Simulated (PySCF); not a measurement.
A PySCF script (with the pyscf-properties extension) for the NMR shieldings of `[BH3-][O+](CF)C/C=C/C(C)=O`, C6H12BFO2, on a GFN2-xTB geometry:

```python
import basis_set_exchange as bse
import numpy as np
from pyscf import gto, dft
from pyscf.prop import nmr

atoms = """
B    -2.670503   -1.609049   -0.092478
O    -1.452574   -0.449523   -0.251082
C    -1.885070    0.540240   -1.119103
F    -0.854330    1.371973   -1.446298
C    -1.016002    0.044768    1.021106
C     0.410507    0.486396    1.017663
C     1.322582    0.151276    0.110001
C     2.710786    0.656589    0.201267
C     3.564717    0.324272   -0.993562
O     3.114077    1.285662    1.151672
H    -2.882954   -1.951053   -1.204195
H    -2.164039   -2.438973    0.578639
H    -3.578007   -1.039685    0.421816
H    -2.675072    1.171178   -0.681396
H    -2.226425    0.057463   -2.039619
H    -1.134891   -0.789715    1.719980
H    -1.673807    0.858796    1.353277
H     0.704998    1.116558    1.846924
H     1.078407   -0.476201   -0.734044
H     4.547991    0.775573   -0.894484
H     3.081843    0.689189   -1.897955
H     3.667355   -0.756348   -1.075842
"""
names = dict.fromkeys(["B", "O", "C", "F", "H"], "pcSseg-1")
basis = {el: gto.basis.parse(bse.get_basis(n, elements=[el], fmt="nwchem")) for el, n in names.items()}
mol = gto.M(atom=atoms, basis=basis, charge=0, verbose=0)
mf = dft.RKS(mol, xc="PBE0")
mf.grids.level = 2
mf.grids.alignment = dft.numint.BLKSIZE   # the property module wants whole blocks of grid points
mf.conv_tol = 1e-9
mf.kernel()

calc = nmr.RKS(mf)   # GIAO
C = mf.mo_coeff
Co = C[:, mf.mo_occ > 0]
resp = mf.gen_response(singlet=True, hermi=2)
def vind(x):   # induced exchange potential for any number of trial vectors
    d = np.einsum("pi,xij,qj->xpq", C, 2 * x.reshape(-1, C.shape[1], Co.shape[1]), Co, optimize=True)
    return np.einsum("xpq,pi,qj->xij", resp(d - d.transpose(0, 2, 1)), C, Co, optimize=True).ravel()
mo1, _ = nmr.rhf.solve_mo1(calc, with_cphf=vind)
sigma = calc.kernel(mo1)
for i, s in enumerate(sigma):   # ppm
    w = np.linalg.eigvalsh((s + s.T) / 2)
    print("%2d %-2s iso %8.1f  s11 %8.1f  s22 %8.1f  s33 %8.1f" % (i, mol.atom_pure_symbol(i), w.mean(), *w))
```

Question: What does it print?

Answer: 
```
 0 B  iso     98.4  s11     63.3  s22     76.9  s33    155.0
 1 O  iso    267.0  s11    214.0  s22    286.7  s33    300.1
 2 C  iso     75.3  s11     54.0  s22     71.0  s33    101.0
 3 F  iso    332.7  s11    236.0  s22    321.1  s33    440.9
 4 C  iso    104.3  s11     73.2  s22     83.1  s33    156.5
 5 C  iso     40.6  s11    -67.6  s22     33.3  s33    156.1
 6 C  iso     50.9  s11    -56.1  s22     60.2  s33    148.8
 7 C  iso    -11.3  s11   -102.1  s22    -36.3  s33    104.3
 8 C  iso    152.9  s11    134.2  s22    135.3  s33    189.2
 9 O  iso   -296.1  s11   -868.1  s22   -391.4  s33    371.0
10 H  iso     28.5  s11     25.4  s22     26.0  s33     34.1
11 H  iso     28.4  s11     24.9  s22     26.1  s33     34.1
12 H  iso     28.6  s11     24.5  s22     26.6  s33     34.6
13 H  iso     26.5  s11     22.5  s22     26.9  s33     30.2
14 H  iso     25.7  s11     21.0  s22     26.9  s33     29.3
15 H  iso     26.2  s11     21.7  s22     27.0  s33     29.9
16 H  iso     27.4  s11     23.3  s22     26.8  s33     32.0
17 H  iso     24.6  s11     22.6  s22     24.3  s33     26.9
18 H  iso     25.1  s11     19.1  s22     24.0  s33     32.0
19 H  iso     29.6  s11     26.2  s22     27.9  s33     34.8
20 H  iso     29.4  s11     26.1  s22     29.8  s33     32.2
21 H  iso     29.3  s11     26.3  s22     28.9  s33     32.8
```

These numbers come from an equivalent density-fitted implementation of the same equations, which agrees with the script to about 0.01 ppm for H and up to a few tenths of a ppm for heavy atoms, so last digits may differ.

Size and cost of the density-fitted run: 230 basis functions, 2.3 min wall time on 1 thread of an Intel Xeon, shared host; peak memory 1.1 GiB.
